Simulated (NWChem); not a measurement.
Species: AlF₂ cation; SMILES [F][Al+][F]

### Question
Give the equilibrium geometry at B3LYP/6-31G* (spherical d) (NWChem) as a list of bonds and angles, with the point group.

### Answer
point group D*h; any orientation.
Bonds (Å): Al1–F2 1.602, Al1–F3 1.602. Bond angles (°): F2–Al1–F3 180.0.
